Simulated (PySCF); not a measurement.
PySCF input for BH5Si, SMILES B[SiH3], IEF-PCM-M06-2X/def2-SVP. Geometry optimised at B3LYP-D3(BJ)/def2-TZVP.

```python
import numpy as np
from pyscf import gto, scf, dft
from pyscf.solvent import pcm

mol = gto.M(
    atom='''
    B     1.43787900   -0.02116032   -0.00000000
    H     2.05627146    0.00239634    1.01808746
    H     2.05627146    0.00239633   -1.01808747
    Si   -0.57175160   -0.00500023   -0.00000000
    H    -0.95874606    1.43512381   -0.00000001
    H    -1.16933475   -0.63205585   -1.20490685
    H    -1.16933474   -0.63205584    1.20490686
    ''',
    basis='def2-SVP',
    charge=0,
    spin=0,
    max_memory=1600,
    verbose=3,
)
mf = dft.RKS(mol, xc='m06-2x').density_fit(auxbasis='def2-universal-jkfit')
mf.grids.level = 4
mf.conv_tol = 1e-9
mf.max_cycle = 100
mf.kernel()
res = {}
for name, eps in {'water': 78.355, 'chlorobenzene': 5.6968, 'tetrahydrofuran': 7.4257}.items():
    s = mf.PCM()
    s.with_solvent.method, s.with_solvent.eps, s.with_solvent.lebedev_order = 'IEF-PCM', eps, 29
    s.kernel(mf.make_rdm1())
    res[name] = (s.e_tot, eps, s.dip_moment(), s.mo_energy, s.converged)
    print(f'{name}: electrostatic solvation free energy {(s.e_tot - mf.e_tot) * 627.509474:.3f} kcal/mol')
```

It prints:

```
converged SCF energy = -317.136917776971

WARN: PCM is an experimental feature. It is still in testing.
Features and APIs may be changed in the future.

converged SCF energy = -317.137789598376
Dipole moment(X, Y, Z, Debye):  0.56859, -0.10770,  0.00000
water: electrostatic solvation free energy -0.547 kcal/mol

WARN: PCM is an experimental feature. It is still in testing.
Features and APIs may be changed in the future.

converged SCF energy = -317.137564552192
Dipole moment(X, Y, Z, Debye):  0.54097, -0.10331,  0.00000
chlorobenzene: electrostatic solvation free energy -0.406 kcal/mol

WARN: PCM is an experimental feature. It is still in testing.
Features and APIs may be changed in the future.

converged SCF energy = -317.137616113225
Dipole moment(X, Y, Z, Debye):  0.54736, -0.10429,  0.00000
tetrahydrofuran: electrostatic solvation free energy -0.438 kcal/mol
```

Self-consistency was reached.
